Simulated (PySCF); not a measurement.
Compound: C₇H₁₆OS.
Numbering: `[CH3:1][CH2:2][CH2:3][C@@H:4]([CH3:5])[CH2:6][S@@:7]([CH3:8])=[O:9]` (hydrogens: H10, H11, H12 on C1; H13, H14 on C2; H15, H16 on C3; H17 on C4; H18, H19, H20 on C5; H21, H22 on C6; H23, H24, H25 on C8)

The same species was optimised twice, with GFN2-xTB and with PBE0-D3(BJ)/def2-SVP (PySCF), and the same property calculations (PySCF, gas phase) were run on both structures.

```json
{"coordinate": "S7=O9 (Å)", "GFN2-xTB": "1.463", "PBE0-D3(BJ)/def2-SVP": "1.505", "change": "+0.042"}
{"coordinate": "S7–C8 (Å)", "GFN2-xTB": "1.850", "PBE0-D3(BJ)/def2-SVP": "1.813", "change": "-0.037"}
{"coordinate": "C6–S7 (Å)", "GFN2-xTB": "1.860", "PBE0-D3(BJ)/def2-SVP": "1.828", "change": "-0.032"}
{"coordinate": "C2–C3 (Å)", "GFN2-xTB": "1.528", "PBE0-D3(BJ)/def2-SVP": "1.523", "change": "-0.005"}
{"coordinate": "C1–C2 (Å)", "GFN2-xTB": "1.524", "PBE0-D3(BJ)/def2-SVP": "1.521", "change": "-0.003"}
{"coordinate": "C3–C4 (Å)", "GFN2-xTB": "1.534", "PBE0-D3(BJ)/def2-SVP": "1.531", "change": "-0.003"}
{"coordinate": "C4–C5 (Å)", "GFN2-xTB": "1.526", "PBE0-D3(BJ)/def2-SVP": "1.525", "change": "-0.001"}
{"coordinate": "C4–C6 (Å)", "GFN2-xTB": "1.524", "PBE0-D3(BJ)/def2-SVP": "1.523", "change": "-0.001"}
{"coordinate": "C5–C4–C6 (°)", "GFN2-xTB": "109.7", "PBE0-D3(BJ)/def2-SVP": "111.5", "change": "+1.8"}
{"coordinate": "C6–S7–C8 (°)", "GFN2-xTB": "94.8", "PBE0-D3(BJ)/def2-SVP": "96.4", "change": "+1.6"}
{"coordinate": "C1–C2–C3 (°)", "GFN2-xTB": "111.3", "PBE0-D3(BJ)/def2-SVP": "112.8", "change": "+1.5"}
{"coordinate": "C2–C3–C4 (°)", "GFN2-xTB": "113.8", "PBE0-D3(BJ)/def2-SVP": "115.1", "change": "+1.3"}
{"coordinate": "C4–C6–S7 (°)", "GFN2-xTB": "109.3", "PBE0-D3(BJ)/def2-SVP": "110.4", "change": "+1.1"}
{"coordinate": "C3–C4–C5 (°)", "GFN2-xTB": "112.2", "PBE0-D3(BJ)/def2-SVP": "112.8", "change": "+0.6"}
{"coordinate": "C3–C4–C6 (°)", "GFN2-xTB": "110.0", "PBE0-D3(BJ)/def2-SVP": "109.5", "change": "-0.5"}
{"coordinate": "C8–S7–O9 (°)", "GFN2-xTB": "105.9", "PBE0-D3(BJ)/def2-SVP": "106.2", "change": "+0.3"}
{"coordinate": "C1–C2–C3–C4 (°)", "GFN2-xTB": "174", "PBE0-D3(BJ)/def2-SVP": "176", "change": "+2"}
{"coordinate": "C2–C3–C4–C5 (°)", "GFN2-xTB": "65", "PBE0-D3(BJ)/def2-SVP": "61", "change": "-4"}
{"coordinate": "C3–C4–C6–S7 (°)", "GFN2-xTB": "173", "PBE0-D3(BJ)/def2-SVP": "168", "change": "-5"}
{"coordinate": "C4–C6–S7–C8 (°)", "GFN2-xTB": "-168", "PBE0-D3(BJ)/def2-SVP": "-171", "change": "-3"}
```

Rotational constants: A = 3179, B = 532.2, C = 513.2 MHz (GFN2-xTB) against A = 3104, B = 530.0, C = 514.9 MHz (PBE0-D3(BJ)/def2-SVP). Point groups within 0.08 Å: C1 and C1.

On the GFN2-xTB structure: HOMO (eV) -6.49 [PBE0/pcSseg-1]; LUMO (eV) 0.91 [PBE0/pcSseg-1]; dipole (D) 3.48 [PBE0/pcSseg-1]; GIAO shielding of C1 (ppm) 169.5 [PBE0/pcSseg-1]; GIAO shielding of C2 (ppm) 161.4 [PBE0/pcSseg-1]; GIAO shielding of C3 (ppm) 142.9 [PBE0/pcSseg-1]; GIAO shielding of C4 (ppm) 155.6 [PBE0/pcSseg-1]; GIAO shielding of C5 (ppm) 167.7 [PBE0/pcSseg-1]; GIAO shielding of C6 (ppm) 114.3 [PBE0/pcSseg-1]; GIAO shielding of S7 (ppm) 199.9 [PBE0/pcSseg-1]; GIAO shielding of C8 (ppm) 140.9 [PBE0/pcSseg-1].

What do these properties become on the PBE0-D3(BJ)/def2-SVP structure?

```
                                    property          level  on GFN2-xTB  on PBE0-D3(BJ)/def2-SVP  change
                                   HOMO (eV)  PBE0/pcSseg-1        -6.49                    -6.45   +0.04
                                   LUMO (eV)  PBE0/pcSseg-1         0.91                     0.99   +0.08
                                  dipole (D)  PBE0/pcSseg-1         3.48                     3.75   +0.27
energy, GFN2-xTB geometry as zero (kcal/mol)  PBE0/pcSseg-1          0.0                     -3.0    -3.0
                  GIAO shielding of C1 (ppm)  PBE0/pcSseg-1        169.5                    167.7    -1.8
                  GIAO shielding of C2 (ppm)  PBE0/pcSseg-1        161.4                    160.6    -0.8
                  GIAO shielding of C3 (ppm)  PBE0/pcSseg-1        142.9                    141.3    -1.6
                  GIAO shielding of C4 (ppm)  PBE0/pcSseg-1        155.6                    156.0    +0.4
                  GIAO shielding of C5 (ppm)  PBE0/pcSseg-1        167.7                    166.7    -1.0
                  GIAO shielding of C6 (ppm)  PBE0/pcSseg-1        114.3                    115.2    +0.9
                  GIAO shielding of S7 (ppm)  PBE0/pcSseg-1        199.9                    212.0   +12.1
                  GIAO shielding of C8 (ppm)  PBE0/pcSseg-1        140.9                    141.7    +0.8
```

The heavy atoms differ by 0.060 Å rms after alignment. Among bonds between heavy atoms S7=O9 changes most (+0.042 Å). Changes are differences of the printed values. Neither structure is proved a minimum here.

Conformer computed: `[CH3:1][CH2:2][CH2:3][C@@H:4]([CH3:5])[CH2:6][S@@:7]([CH3:8])=[O:9]`: C1–C2–C3–C4 176°, C2–C3–C4–C5 61°, C3–C4–C6–S7 168°, C4–C6–S7–C8 -171°.
